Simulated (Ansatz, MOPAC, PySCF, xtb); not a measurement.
Noncovalent pair: C2H2 (SMILES C#C) (first 4 atoms) with N2 (SMILES N#N); geometry from B3LYP-D3(BJ)/def2-TZVP, rigid monomers moved along the line of their centres of mass till H4···N6 is 2.99 Å.
(charge 0, multiplicity 1):
| atom | x (Å) | y (Å) | z (Å) |
|---|---|---|---|
| C | -0.4374 | 0.4278 | -1.0306 |
| C | -0.0409 | 0.0401 | 0.0303 |
| H | -0.7903 | 0.7730 | -1.9716 |
| H | 0.3088 | -0.3019 | 0.9744 |
| N | 0.5019 | -0.4929 | 5.0238 |
| N | 0.5755 | -0.5639 | 3.9380 |

Interaction energies are E(AB) − E(A) − E(B) at the monomers' geometry in the complex; basis-set methods are counterpoise corrected. Rows marked so take none.

Correlated levels freeze the cores. CBS: X⁻³ extrapolation of the correlation energy, Hartree–Fock from the larger set. Rows in 6-31G* carry no dispersion term and start afresh at each structure (6-31G* with six Cartesian d functions). MP2/6-31G* freezes PySCF's default core. The state that PM3 reach isn't checked.

Run with Ansatz (a first-principles code); MOPAC for PM3 (differences of heats of formation); PySCF for 6-31G* rows, the dispersion terms; xtb for the GFN methods. 

```csv
level,interaction energy (meV)
PM3,-6.6
GFN2-xTB,-20.3
PBE/def2-TZVPPD,-22.9
PBE-D3(BJ)/def2-TZVPPD,-33.3
B3LYP/6-31G* (no counterpoise),-27.7
B3LYP-D3(BJ)/def2-TZVPPD,-26.6
MP2/6-31G*,-26.6
"MP2/CBS(aug-cc-pVDZ, aug-cc-pVTZ)",___
CCSD(T)/aug-cc-pVDZ,___
```

Q: Complete the blanks.

A: 
- MP2/CBS(aug-cc-pVDZ, aug-cc-pVTZ), interaction energy (meV): -29.4
- CCSD(T)/aug-cc-pVDZ, interaction energy (meV): -25.5
